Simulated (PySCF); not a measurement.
# Working out the ionisation energy of Zr

Zr [Kr] 4d2 5s2 (3F) → Zr⁺ [Kr] 4d2 5s1 (4F). All numbers are calculated (PySCF 2.14, scalar relativity by spin-free X2C-1e, in x2c-TZVPPall with one added diffuse shell each of s, p, d, f type (9s7p7d3f1g, 95 functions)). Frozen: [Ar] 3d10. Energies in hartree (1 hartree = 27.21139 eV):

```csv
part,Zr (lower),Zr⁺ (upper)
UHF,-3596.185143,-3595.994495
MP2 opposite-spin,-0.193337,-0.155917
MP2 same-spin,-0.078210,-0.072079
```

Problem. What does Hartree-Fock give?

Solution. (-3595.994495) − (-3596.185143) = 0.190648 hartree = 5.188 eV.

Problem. What do MP2 and SCS-MP2 (6/5 opposite-spin, 1/3 same-spin) give?

Solution. The opposite-spin parts differ by 1.018 eV and the same-spin parts by 0.167 eV. MP2: 5.188 + (1.018) + (0.167) = 6.373 eV. SCS-MP2: 5.188 + 1.2 × (1.018) + (0.167)/3 = 6.465 eV.

Measured between the centres of the two terms (NIST): 6.639 eV, so MP2 (valence and next inner shell) is off by -0.266 eV.

What remains against the reference includes basis incompleteness, the frozen core and correlation beyond second order.
